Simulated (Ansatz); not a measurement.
Reactions of C₂H₆AlFOSi (`C=C([SiH3])[O][AlH][F]`).

Isolated molecules relaxed with PBE0-D4/def2-TZVP in Ansatz; ΔE leaves out vibrations. CCSD(T)/CBS adds triple-zeta CCSD(T) − MP2 to the extrapolated MP2 energy (def2 sets, frozen cores). This one scheme is used for every species, atoms too. Functionals use def2-TZVPP. No spin–orbit coupling; open shells (•) take unrestricted orbitals. Spin–orbit coupling would lower the free atoms: a little for Al, C, F, O, Si. For Sc outer-core shells are correlated without core-valence functions, so the limit isn't a true one: a few kJ/mol of doubt a bond, and 10 to 20 or more in all where bonds break to atoms. Scalar relativity is left out up to krypton. One conformer a species, not always the lowest.

```json
{"reaction": "`C=C([SiH3])[O][AlH][F]` + H₂ → `C=C[O][AlH][F]` + SiH₄", "PBE0-D4 (kJ/mol)": "-29", "CCSD/CBS(def2) (kJ/mol)": "-34", "CCSD(T)/CBS(def2) (kJ/mol)": "-28"}
{"reaction": "`C=C([SiH3])[O][AlH][F]` + `CCBO` → `CCBO[SiH3]` + `C=C[O][AlH][F]`", "PBE0-D4 (kJ/mol)": "-83", "CCSD/CBS(def2) (kJ/mol)": "-97", "CCSD(T)/CBS(def2) (kJ/mol)": "-92"}
{"reaction": "`C=C([SiH3])[O][AlH][F]` + `[BH2][AlH][OH]` → `[BH2][AlH][O][SiH3]` + `C=C[O][AlH][F]`", "PBE0-D4 (kJ/mol)": "-107", "CCSD/CBS(def2) (kJ/mol)": "-120", "CCSD(T)/CBS(def2) (kJ/mol)": "-115"}
{"reaction": "`C=C([SiH3])[O][AlH][F]` + `OC1=CS1` → `[SiH3]OC1=CS1` + `C=C[O][AlH][F]`", "PBE0-D4 (kJ/mol)": "-90", "CCSD/CBS(def2) (kJ/mol)": "-103", "CCSD(T)/CBS(def2) (kJ/mol)": "-101"}
{"reaction": "`C=C([SiH3])[O][AlH][F]` + CH₃NH₂ → `C[NH][AlH][F]` + `C=C(O)[SiH3]`", "PBE0-D4 (kJ/mol)": "39", "CCSD/CBS(def2) (kJ/mol)": "43", "CCSD(T)/CBS(def2) (kJ/mol)": "41"}
{"reaction": "`C=C([SiH3])[O][AlH][F]` → `C=C[O][AlH][F]` + `[SiH2]`", "PBE0-D4 (kJ/mol)": "240", "CCSD/CBS(def2) (kJ/mol)": "222", "CCSD(T)/CBS(def2) (kJ/mol)": "228"}
{"reaction": "`C=C([SiH3])[O][AlH][F]` + `N=CCl` → `N=[C](Cl)[AlH][F]` + `C=C(O)[SiH3]`", "PBE0-D4 (kJ/mol)": "115", "CCSD/CBS(def2) (kJ/mol)": "124", "CCSD(T)/CBS(def2) (kJ/mol)": "120"}
{"reaction": "`C=C([SiH3])[O][AlH][F]` → Al• + 2 C• + F• + 6 H• + O• + Si•", "PBE0-D4 (kJ/mol)": "4489", "CCSD/CBS(def2) (kJ/mol)": "4461", "CCSD(T)/CBS(def2) (kJ/mol)": "4529"}
{"reaction": "`C=C([SiH3])[O][AlH][F]` + `CN[SiH3]` → `C[N]([SiH3])[AlH][F]` + `C=C(O)[SiH3]`", "PBE0-D4 (kJ/mol)": "35", "CCSD/CBS(def2) (kJ/mol)": "39", "CCSD(T)/CBS(def2) (kJ/mol)": "36"}
{"reaction": "`C=C([SiH3])[O][AlH][F]` + `[OH][Sc]([Cl])[Cl]` → `[SiH3][O][Sc]([Cl])[Cl]` + `C=C[O][AlH][F]`", "PBE0-D4 (kJ/mol)": "-106", "CCSD/CBS(def2) (kJ/mol)": "-122", "CCSD(T)/CBS(def2) (kJ/mol)": "-118"}
```

Largest T1 diagnostic: 0.018, for Al•.
